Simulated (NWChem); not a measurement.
Everything below was run with NWChem. System: borohydride (H4B (-1)), charge -1, spin multiplicity 1, at a geometry optimised with PBE/def2-SVP. Level: MP2/aug-cc-pVTZ, 1 core orbitals frozen.

NWChem printed:

```
             Northwest Computational Chemistry Package (NWChem) 7.3.0
             --------------------------------------------------------

                                NWChem Input Module
                                -------------------

 Scaling coordinates for geometry "geometry" by  1.889725989
 (inverse scale =  0.529177249)

 Turning off AUTOSYM since
 SYMMETRY directive was detected!

                             Geometry "geometry" -> ""
                             -------------------------

 Output coordinates in angstroms (scale by  1.889725989 to convert to a.u.)

  No.       Tag          Charge          X              Y              Z
 ---- ---------------- ---------- -------------- -------------- --------------
    1 B                    5.0000     0.00000000     0.00000000    -0.00000700
    2 H                    1.0000     0.00000000     1.02775300     0.72674300
    3 H                    1.0000     0.00000000    -1.02775300     0.72674300
    4 H                    1.0000     1.02776500     0.00000000    -0.72672600
    5 H                    1.0000    -1.02776500     0.00000000    -0.72672600

 Effective nuclear repulsion energy (a.u.)       9.9526874138

            Nuclear Dipole moment (a.u.)
            ----------------------------
        X                 Y               Z
 ---------------- ---------------- ----------------
     0.0000000000     0.0000000000    -0.0000018897

      Symmetry information
      --------------------

 Group name             C2v
 Group number             16
 Group order               4
 No. of unique centers     3

      Symmetry unique atoms

     1    2    4


 Summary of "ao basis" -> "" (spherical)
 ------------------------------------------------------------------------------
       Tag                 Description            Shells   Functions and Types
 ---------------- ------------------------------  ------  ---------------------
 *                        aug-cc-pvtz                 on all atoms

 Summary of "ao basis" -> "ao basis" (spherical)
 ------------------------------------------------------------------------------
       Tag                 Description            Shells   Functions and Types
 ---------------- ------------------------------  ------  ---------------------
 B                        aug-cc-pvtz               14       46   5s4p3d2f
 H                        aug-cc-pvtz                9       23   4s3p2d

                                 NWChem SCF Module
                                 -----------------

  ao basis        = "ao basis"
  functions       =   138
  atoms           =     5
  closed shells   =     5
  open shells     =     0
  charge          =  -1.00
  wavefunction    = RHF
  use symmetry    = T
  symmetry adapt  = T

 Summary of "ao basis" -> "ao basis" (spherical)
 ------------------------------------------------------------------------------
       Tag                 Description            Shells   Functions and Types
 ---------------- ------------------------------  ------  ---------------------
 B                        aug-cc-pvtz               14       46   5s4p3d2f
 H                        aug-cc-pvtz                9       23   4s3p2d

      Symmetry analysis of basis
      --------------------------

        a1         51
        a2         19
        b1         34
        b2         34

 Forming initial guess at       0.1s

      Superposition of Atomic Density Guess
      -------------------------------------

 Sum of atomic energies:         -26.53378630

 Renormalizing density from       9.00 to     10

      Non-variational initial energy
      ------------------------------

 Total energy =     -28.793008
 1-e energy   =     -59.647592
 2-e energy   =      20.901897
 HOMO         =      -0.045073
 LUMO         =       0.147591

      Symmetry analysis of molecular orbitals - initial
      -------------------------------------------------

  Numbering of irreducible representations:

     1 a1          2 a2          3 b1          4 b2

  Orbital symmetries:

     1 a1          2 a1          3 b1          4 a1          5 b2
     6 a1          7 b1          8 a1          9 b2         10 b2
    11 a1         12 b1         13 a1         14 a2         15 a1
[...]
   Bfn.  Coefficient  Atom+Function         Bfn.  Coefficient  Atom+Function
  ----- ------------  ---------------      ----- ------------  ---------------
    11      0.241174  1 B  pz                 8      0.187563  1 B  pz

 Vector    5  Occ=2.000000D+00  E=-1.902203D-01  Symmetry=b2
              MO Center=  1.7D-15, -3.3D-10,  4.8D-01, r^2= 1.9D+00
   Bfn.  Coefficient  Atom+Function         Bfn.  Coefficient  Atom+Function
  ----- ------------  ---------------      ----- ------------  ---------------
    10      0.241174  1 B  py                49      0.201093  2 H  s
    72     -0.201093  3 H  s                 48      0.199372  2 H  s
    71     -0.199372  3 H  s                  7      0.187562  1 B  py

 Vector    6  Occ=0.000000D+00  E= 1.476232D-01  Symmetry=a1
              MO Center= -3.1D-15, -2.1D-13, -1.9D-04, r^2= 2.6D+01
   Bfn.  Coefficient  Atom+Function         Bfn.  Coefficient  Atom+Function
  ----- ------------  ---------------      ----- ------------  ---------------
     4     11.493563  1 B  s                  5     -9.981154  1 B  s
    49     -2.626428  2 H  s                 72     -2.626428  3 H  s
    95     -2.626531  4 H  s                118     -2.626531  5 H  s
    50      2.474275  2 H  s                 73      2.474275  3 H  s
    96      2.473958  4 H  s                119      2.473958  5 H  s

 Vector    7  Occ=0.000000D+00  E= 1.606987D-01  Symmetry=b1
              MO Center=  5.3D-14, -8.0D-17,  1.8D+00, r^2= 2.4D+01
   Bfn.  Coefficient  Atom+Function         Bfn.  Coefficient  Atom+Function
  ----- ------------  ---------------      ----- ------------  ---------------
    96      6.122622  4 H  s                119     -6.122622  5 H  s
    15     -4.305269  1 B  px                31     -0.661678  1 B  d  1
    95      0.224984  4 H  s                118     -0.224984  5 H  s
    57     -0.191024  2 H  px                80     -0.191024  3 H  px
   105     -0.163434  4 H  pz               128      0.163434  5 H  pz

 Vector    8  Occ=0.000000D+00  E= 1.606992D-01  Symmetry=a1
              MO Center= -3.5D-12, -3.4D-13,  9.7D-05, r^2= 2.7D+01
   Bfn.  Coefficient  Atom+Function         Bfn.  Coefficient  Atom+Function
  ----- ------------  ---------------      ----- ------------  ---------------
    50     -4.329223  2 H  s                 73     -4.329223  3 H  s
    96      4.329343  4 H  s                119      4.329343  5 H  s
    17      4.305195  1 B  pz                32     -0.661664  1 B  d  2
    58     -0.163490  2 H  py                81      0.163490  3 H  py
   103      0.163347  4 H  px               126     -0.163347  5 H  px

 center of mass
 --------------
 x =   0.00000000 y =   0.00000000 z =  -0.00000538

 moments of inertia (a.u.)
 ------------------
          15.206256745954           0.000000000000           0.000000000000
           0.000000000000          15.206434293766           0.000000000000
           0.000000000000           0.000000000000          15.206363477360

  Mulliken analysis of the total density
  --------------------------------------

    Atom       Charge   Shell Charges
 -----------   ------   -------------------------------------------------------
    1 B    5     4.67   1.96  0.73  0.12 -0.68  0.05  0.61  1.26  0.45 -0.01  0.04  0.11  0.02  0.01  0.00
    2 H    1     1.33   0.25  0.50  0.52  0.02  0.00  0.01  0.04  0.00 -0.00
    3 H    1     1.33   0.25  0.50  0.52  0.02  0.00  0.01  0.04  0.00 -0.00
    4 H    1     1.33   0.25  0.50  0.52  0.02  0.00  0.01  0.04  0.00 -0.00
    5 H    1     1.33   0.25  0.50  0.52  0.02  0.00  0.01  0.04  0.00 -0.00

       Multipole analysis of the density wrt the origin
       ------------------------------------------------

     L   x y z        total         open         nuclear
     -   - - -        -----         ----         -------
     0   0 0 0     -1.000000      0.000000      9.000000

     1   1 0 0     -0.000000      0.000000      0.000000
     1   0 1 0      0.000000      0.000000      0.000000
     1   0 0 1     -0.000021      0.000000     -0.000002

     2   2 0 0    -11.849936      0.000000      7.544237
     2   1 1 0     -0.000000      0.000000      0.000000
     2   1 0 1     -0.000000      0.000000      0.000000
     2   0 2 0    -11.850025      0.000000      7.544061
     2   0 1 1      0.000000      0.000000      0.000000
     2   0 0 2    -11.849981      0.000000      7.544131

                   NWChem MP2 Semi-direct Energy/Gradient Module
                   ---------------------------------------------

  Basis functions       =    138
  Molecular orbitals    =    138
  Frozen core           =      1
  Frozen virtuals       =      0
  Active alpha occupied =      4
  Active beta occupied  =      4
  Active alpha virtual  =    133
  Active beta virtual   =    133
  Use MO symmetry       = T
  Use skeleton AO sym   = T

  AO/Fock/Back tols     =   1.0D-09  1.0D-09  1.0D-09

 GA uses MA = F    GA memory limited = T

 Available:
  local mem=  1.15D+08
 global mem=  1.31D+08
 local disk=  0.00D+00
  mp2_memr nvloc                   133
  nvloc new                   133
   1 passes of   4:        5242880                      65439                  17380817.
   1 passes of   4: M    114683593           G      131033912           F     109440713.

 Semi-direct pass number   1 of   1  for RHF alpha+beta  at        4.6s
  vrange nnbf                  9591
  mp2_eaftype                    66  avail_ma_in_mb                   999
 EAF : mp2_eaftype filesize          66    8690408.
  mp2_eaf for mointskh                     66
Node 0 wrote     40.8 Mb in      0.0 s     Agg I/O rate:  1896.2 Mb/s
 Done moints_semi at       11.4s
  mp2_eaftype                    66  avail_ma_in_mb                   933
 EAF : mp2_eaftype filesize          66    8690408.
  mp2_eaf for kh                    66
 Done maket at       11.6s
 Done multipass loop at       11.6s

          -------------------------------------------
          SCF energy                 -26.986997013187
          Correlation energy          -0.168563158575
          Singlet pairs               -0.132091313525
          Triplet pairs               -0.036471845050
          Total MP2 energy           -27.155560171761
          -------------------------------------------

          ---------------------------------------------------
                    Spin Component Scaled (SCS) MP2
          Same spin pairs                     -0.024314563367
          Same spin scaling factor             0.333333333333
          Opposite spin pairs                 -0.144248595208
          Opposite spin scaling fact.          1.200000000000
          SCS-MP2 correlation energy          -0.181203168705
          Total SCS-MP2 energy               -27.168200181892
          ---------------------------------------------------

 -----------------------
 Performance information
 -----------------------

 Timer overhead =  2.26D-07 seconds/call

               Nr. of calls         CPU time (s)                 Wall time (s)                GFlops
             ---------------    -------------------     ------------------------------   -------------------
Name         Min   Avg   Max    Min     Avg     Max     Min     Avg     Max   Mx/calls   Min     Max     Sum
mp2: moin     1     1     1    6.8     6.8     6.8      6.8     6.8     6.8     6.8      0.0     0.0     0.0
mp2: make     1     1     1   0.22    0.22    0.22     0.22    0.22    0.22    0.22      0.0     0.0     0.0
mp2: tota     1     1     1    7.1     7.1     7.1      7.1     7.1     7.1     7.1      0.0     0.0     0.0

 The average no. of pstat calls per process was 3.00D+00
 with a timing overhead of 6.77D-07s

 Task  times  cpu:       11.6s     wall:       11.6s

 Total times  cpu:       11.6s     wall:       11.6s
```

Q: Write an NWChem input that would produce this output.

A: This is not unique; one that fits is 
```
start mol
memory heap 200 mb stack 800 mb global 1000 mb
charge -1
geometry units angstroms nocenter noautoz
  B      0.000000     0.000000    -0.000007
  H      0.000000     1.027753     0.726743
  H      0.000000    -1.027753     0.726743
  H      1.027765     0.000000    -0.726726
  H     -1.027765     0.000000    -0.726726
  symmetry group C2v
end
basis spherical
  * library aug-cc-pvtz
end
scf
  rhf
  nopen 0
  maxiter 100
  thresh 1e-7
  semidirect memsize 60000000 filesize 0
end
mp2
  freeze core 1
end
task mp2 energy
```
